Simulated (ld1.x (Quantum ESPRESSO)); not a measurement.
## What the settings do to the ultrasoft potential of cerium (Ce)

Base potential:

cerium, ultrasoft, made with ld1.x (Quantum ESPRESSO) 7.5 (PW91, scalar-relativistic). Core [Xe], reference 4f1 5d0 6s0 6p0 (charge +3). Waves: 6s (bound, empty): rcut 3.05, rcutus 3.90 bohr; 6s channel at 3.7 Ry: rcut 3.05, rcutus 3.90 bohr; 6p (bound, empty): rcut 3.15, rcutus 3.65 bohr; 6p channel at 0.95 Ry: rcut 3.15, rcutus 3.65 bohr; 5d (bound, empty): rcut 0.85, rcutus 0.90 bohr; 5d channel at 2.7 Ry: rcut 0.85, rcutus 0.90 bohr; 4f (bound): rcut 0.85, rcutus 0.90 bohr; 4f channel at 0.6 Ry: rcut 0.85, rcutus 0.90 bohr. Local part: all-electron potential smoothed inside 2.60 bohr (lloc = -1). Core correction: Bessel-smoothed model core, default radius (core density twice the valence density). Augmentation charge: PSQ, inside the norm-conserving radii.

Cutoffs, loose and tight: the cutoffs (Ry, on a coarse ladder) from which the occupation-weighted sum of valence levels, in a spherical-Bessel basis at the reference potential, stays within 10 and 1 mRy of its value at 400 Ry. They do not see the model core or the augmentation charge, which bear on the density cutoff. Test errors are all-electron minus pseudo excitation energies from the reference, over the configurations 4f1 5d1 6s2 6p0; 4f1 5d1 6s1 6p0; 4f1 5d1 6s0 6p0; 4f1 5d1 6s0 6p2; 4f1 5d1 6s1.5 6p0; 4f0 5d1 6s2 6p0; 4f1 5d0 6s2 6p1. A dash means not determined; rows that change the core or the reference have their own tests.

A true bound ghost makes a file unfit for plane-wave use even where its test errors are small: the radial tests pick states by their node count and pass the ghost by.

Cutoffs are not given where the Bessel-basis levels miss the radial ones by over 6 mRy, ghosts where they miss by over 20 mRy; a channel whose overlap is not positive is not tested.

For the base: The 5d radius (0.90 bohr) lies inside the outermost node of the all-electron wave (0.92 bohr), which a nodeless pseudo-wave cannot match soundly.

A file whose overlap is not positive is unfit for use, and its test errors describe a broken file.

```tsv
change	outcome	bound ghosts	largest test error (meV)
base	generated, overlap not positive	d, p (s not tested, overlap not positive)	test run stopped at test 1 of 7 (negative rho)
wave 6p channel at 0.95 Ry: rcut 3.15, rcutus 3.65 bohr becomes 6p channel at -1.08 Ry: rcut 3.15, rcutus 3.65 bohr	generated, overlap not positive	d, p (s not tested, overlap not positive)	test run stopped at test 1 of 7 (negative rho)
wave 6p channel at 0.95 Ry: rcut 3.15, rcutus 3.65 bohr becomes 6p channel at -0.99 Ry: rcut 3.15, rcutus 3.65 bohr	generated, overlap not positive	d, p (s not tested, overlap not positive)	test run stopped at test 1 of 7 (negative rho)
wave 6p channel at 0.95 Ry: rcut 3.15, rcutus 3.65 bohr becomes 6p channel at -0.83 Ry: rcut 3.15, rcutus 3.65 bohr	generated, overlap not positive	d, p (s not tested, overlap not positive)	test run stopped at test 1 of 7 (negative rho)
wave 6p channel at 0.95 Ry: rcut 3.15, rcutus 3.65 bohr becomes 6p channel at -0.59 Ry: rcut 3.15, rcutus 3.65 bohr	generated, overlap not positive	d, p (s not tested, overlap not positive)	test run stopped at test 1 of 7 (negative rho)
wave 6p channel at 0.95 Ry: rcut 3.15, rcutus 3.65 bohr becomes 6p channel at -0.36 Ry: rcut 3.15, rcutus 3.65 bohr	generated, overlap not positive	d, p (s not tested, overlap not positive)	test run stopped at test 1 of 7 (negative rho)
wave 6p channel at 0.95 Ry: rcut 3.15, rcutus 3.65 bohr becomes 6p channel at 2.9 Ry: rcut 3.15, rcutus 3.65 bohr	generated, overlap not positive	p, d (s not tested, overlap not positive)	test run stopped at test 1 of 7 (negative rho)
wave 6p channel at 0.95 Ry: rcut 3.15, rcutus 3.65 bohr becomes 6p channel at 5.21 Ry: rcut 3.15, rcutus 3.65 bohr	generated, overlap not positive	p, d (s not tested, overlap not positive)	test run stopped at test 1 of 7 (negative rho)
```

Q: What comes out with this change to the base: wave 6p channel at 0.95 Ry: rcut 3.15, rcutus 3.65 bohr becomes 6p channel at 1.14 Ry: rcut 3.15, rcutus 3.65 bohr?

A: outcome: generated, overlap not positive; bound ghosts: d (s not tested, overlap not positive); largest test error (meV): test run stopped at test 1 of 7 (negative rho). A file whose overlap is not positive is unfit for use, and its test errors describe a broken file.

Q: What comes out with this change to the base: wave 6p channel at 0.95 Ry: rcut 3.15, rcutus 3.65 bohr becomes 6p channel at 0.47 Ry: rcut 3.15, rcutus 3.65 bohr?

A: outcome: generated, overlap not positive; bound ghosts: d (s, p not tested, overlap not positive); largest test error (meV): test run stopped at test 1 of 7 (negative rho). A file whose overlap is not positive is unfit for use, and its test errors describe a broken file.
